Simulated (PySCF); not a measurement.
Field gradients at the hydrogen positions

Species: C₄H₇F₃Si.
Z-matrix (Å and degrees, PBE0-D3(BJ)/def2-SVP geometry), rows numbered from 1:
```
F 
C   1  1.3399
F   2  1.3399  1  106.51
F   2  1.3362  1  107.38  3  -114.83
C   2  1.4904  1  111.14  3   121.50
C   5  1.3354  2  123.24  1   121.41
C   6  1.4864  5  125.40  2   178.71
Si  7  1.9014  6  112.23  5  -104.10
H   5  1.0943  2  114.50  1   -58.20
H   6  1.0965  5  117.78  2     0.68
H   7  1.1032  6  110.53  5   136.63
H   7  1.1019  6  111.55  5    16.99
H   8  1.4928  7  109.73  6    64.38
H   8  1.4941  7  109.93  6   -55.71
H   8  1.4947  7  109.37  6  -175.54
```

Level: PBE0/pcSseg-1 (PySCF, non-relativistic); Q(2H) = 0.00286 b; rigid geometry, the same for H and D, with no vibrational averaging.

Question: Rank these positions by the coupling χzz of a deuteron there, largest first.
A. H15 (Si–H hydrogen)
B. H10 (vinylic hydrogen)
C. H9 (vinylic hydrogen)

Answer: C (201 kHz), B (196 kHz), A (94 kHz).

Give the electric field gradient Vzz (the principal value of largest size), its asymmetry and the 2H coupling at each hydrogen.

```json
{"atom": "H9", "bonded to": "C5", "bond length (Å)": "1.094", "Vzz (au)": "0.2998", "η": "0.10", "χzz (kHz)": "201"}
{"atom": "H10", "bonded to": "C6", "bond length (Å)": "1.096", "Vzz (au)": "0.2911", "η": "0.06", "χzz (kHz)": "196"}
{"atom": "H11", "bonded to": "C7", "bond length (Å)": "1.103", "Vzz (au)": "0.2888", "η": "0.04", "χzz (kHz)": "194"}
{"atom": "H12", "bonded to": "C7", "bond length (Å)": "1.102", "Vzz (au)": "0.2903", "η": "0.05", "χzz (kHz)": "195"}
{"atom": "H13", "bonded to": "Si8", "bond length (Å)": "1.493", "Vzz (au)": "0.1405", "η": "0.02", "χzz (kHz)": "94"}
{"atom": "H14", "bonded to": "Si8", "bond length (Å)": "1.494", "Vzz (au)": "0.1397", "η": "0.03", "χzz (kHz)": "94"}
{"atom": "H15", "bonded to": "Si8", "bond length (Å)": "1.495", "Vzz (au)": "0.1394", "η": "0.02", "χzz (kHz)": "94"}
```

Average by the element that carries the hydrogen.

on C: 197 kHz over 4 positions, mean bond length 1.099 Å; on Si: 94 kHz over 3 positions, mean bond length 1.494 Å.

The structure is a single PBE0-D3(BJ)/def2-SVP conformer in the gas phase; no vibrational or solvent corrections. A larger basis could move these couplings by a tenth or more.
